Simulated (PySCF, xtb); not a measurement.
InHClBr, SMILES [Cl][InH][Br].

Harmonic wavenumbers (cm⁻¹) from GFN2-xTB (xtb) at its own minimum, in rising order: 76, 240, 311, 317, 415, 1514.

Q: What does PBE0-D3(BJ)/def2-SVP (PySCF 2.14.0) give at its own minimum? (Estimate from the structure and the level; the computed values follow.)

A: 88, 259, 370, 371, 470, 1870. Paired by order, the mean absolute difference is 93 cm⁻¹ and the zero-point energies are 4.1 and 4.9 kcal/mol.
